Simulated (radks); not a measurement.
Question: Coherent X-ray form factor from a spherical all-electron density. All-electron calculation, Dirac Kohn-Sham, PBE, spin-unpolarised, spherical densities, finite nucleus; Fermi nuclear charge, rms radius of each element as measured or else 0.836 A^(1/3) + 0.57 fm. Program: a radial shooting solver on a logarithmic mesh with Libxc functionals.

sin(theta)/lambda (1/angstrom)  f0 (electrons)
0.05                                    53.208
0.1                                     51.042
0.15                                    48.014
0.2                                     44.688
0.25                                    41.480
0.3                                     38.590
0.4                                     33.810
0.5                                     29.953
0.6                                     26.663
0.8                                     21.556
1                                       18.224
1.25                                    15.453
1.5                                     13.164
2                                        9.217

The species is in the configuration that NIST lists as its ground one. Which atom or ion scatters so?

Answer: The barium ion Ba2+, [Xe]. Extrapolating in s^2 from the first two rows gives f0(0) = 53.9, near the electron count 54; among species with that count, the fall with angle is slower the higher Z, and the table is that of Z = 56; from so few rows the species is fixed only to a neighbour or two.
